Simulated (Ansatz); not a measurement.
```yaml
crystal:
  periodic: [false, false, false]
  atoms:
    - {symbol: C, position_ang: [1.710334, -2.186700, 0.161199]}
    - {symbol: C, position_ang: [0.484718, -1.304430, 0.379834]}
    - {symbol: C, position_ang: [0.797219, -0.147366, -1.249726]}
    - {symbol: C, position_ang: [0.007649, 0.888103, -1.151514]}
    - {symbol: C, position_ang: [-0.938252, 1.318957, -0.407475]}
    - {symbol: N, position_ang: [-1.507451, 2.378976, -0.301044]}
    - {symbol: C, position_ang: [-1.260765, 0.655289, 0.921867]}
    - {symbol: C, position_ang: [-0.167924, -0.415965, 0.973915]}
    - {symbol: H, position_ang: [1.694941, -2.480632, 1.229494]}
    - {symbol: H, position_ang: [2.360674, -2.136585, -0.249244]}
    - {symbol: H, position_ang: [0.754196, -3.042542, -0.090094]}
    - {symbol: H, position_ang: [1.670325, -0.424058, -1.530984]}
    - {symbol: H, position_ang: [-0.086022, 1.725068, -2.133936]}
    - {symbol: H, position_ang: [-1.495137, 2.759387, -1.142987]}
    - {symbol: H, position_ang: [-2.234773, 2.889871, 0.688962]}
    - {symbol: H, position_ang: [-1.753334, 0.774795, 1.542648]}
    - {symbol: H, position_ang: [-0.309193, -1.210302, 2.101157]}
basis:
  gaussian: {orbitals: aug-cc-pVDZ, fitting: {mean_field: cc-pVTZ-jkfit}}
hamiltonian: {xc: {name: PBE-QIDH}}
relax: {f_tol: 0.0001, max_steps: 1}
```

```sh
$ ansatz run in.yaml --threads 2 --pin off --events-out ev --progress --plain --max-ram 32768MiB --backend cuda --devices 0, --max-vram 18GiB
```

Output, abridged:

```
Functional definition: PBE-QIDH
902 factors; integrals over basis functions are off by at most 1.4e-1 eV
mean field evaluation 1: about -8839.3086 eV, gradient 6.1e1 eV
mean field evaluation 2: about -8839.3048 eV, gradient 6.1e1 eV
mean field evaluation 4: about -8849.4899 eV, gradient 7.6e0 eV
mean field evaluation 8: about -8849.6647 eV, gradient 1.3e-1 eV
mean field evaluation 16: about -8849.6651 eV, gradient 1.0e-3 eV
mean field -8849.66512320 eV, -325.2191947593 hartree, gradient 5.5e-6 eV, S^2 0.000000; 0 other end points of the search recorded, 0 dependent functions left out; unrestricted orbitals would lower it
8 core orbitals not correlated: weight in the atoms' cores, before any rotation towards them, 1.000 or more for the frozen orbitals, at most 0.000 for the correlated occupied ones
reference -8849.66516111 eV, -325.2191961521 hartree; 21, 21 occupied and 236, 236 virtual orbitals, 902 factors
second order -37.43800375 eV of doubles, -0.00000000 eV of singles
relax step   1: F+E_penalty+E_count = -8862.14445779 eV  Δ(F+E_penalty+E_count) = +0.000e0 eV  max|allowed force component| = 3.388e1 eV/Å  Δτ_max = 0.0000 Å  (59 SCF iters, accepted)
Error: geometry relaxation did not converge after 1 steps: max|allowed force component| = 3.39e1 eV/Å (threshold 1.0e-4). Raise `relax.max_steps` over both its present limit and 1, loosen `relax.f_tol`, or start from a geometry closer to equilibrium. Where this run's directory can be resumed (`checkpoint.write`), a resume goes on for up to `relax.max_steps` more
```

Question: Something in this input is off. What?

Answer: The relaxation is allowed too few steps for its threshold. No converged result was reached.
